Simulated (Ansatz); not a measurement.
Energy needed to pull apart CH$_{4}$GeO (SMILES O=[CH][GeH3]), singlet, into free ground-state atoms, from the structure below (displaced at random from a GFN2-xTB minimum); no zero-point or spin–orbit terms; open-shell atoms are treated unrestricted, in their ground-state multiplicity.

O1  (-0.258, -1.571, 1.099)
C2  (-0.395, -1.283, 0.016)
Ge3  (0.362, 0.745, -0.160)
H4  (-1.039, -1.557, -0.655)
H5  (-0.129, 1.365, -1.333)
H6  (-0.024, 1.428, 1.127)
H7  (2.039, 0.789, -0.246)
(Å)

Program: Ansatz 0.2.0. Basis: def2-TZVPP. Cores are frozen in the correlated methods. Filled d shells of the heavier atoms are correlated. The def2 sets are not built for correlating such inner shells, so the correlated values are less sure here.

```tsv
method	atomization energy (kcal/mol)
PBE-D4	526.6
r2SCAN-D4	518.4
PBE0-D4	512.9
HSE06-D4	513.2
wB97X-V	?
wB97M-V	514.9
HF	348.5
MP2	?
CCSD	494.7
CCSD(T)	504.0
```

**Question.** What does wB97X-V give? (To be estimated.)

**Answer.** By the calculation: 517.7 kcal/mol, which is about 13.7 kcal/mol more than CCSD(T)/def2-TZVPP.

**Question.** What does MP2 give? (Judge from chemistry; the value comes from the calculation.)

**Answer.** The calculation gives: 508.7 kcal/mol, which is about 4.7 kcal/mol more than CCSD(T)/def2-TZVPP.

In triple zeta the MP2 and coupled-cluster atomization energies are still short of their basis limit by a few kcal/mol a bond, whereas those of the functionals are nearly converged, so these differences are not deviations from converged CCSD(T).

No T1 diagnostic of these runs exceeds 0.015.

For scale, one of the runs: CCSD(T)/def2-TZVPP forces, 166 basis functions (an equivalent command: `ansatz run in.yaml --threads 4`). Time: 2.2 min of wall clock on 4 CPU threads; the host was shared. Peak host memory: 2.5 GiB.
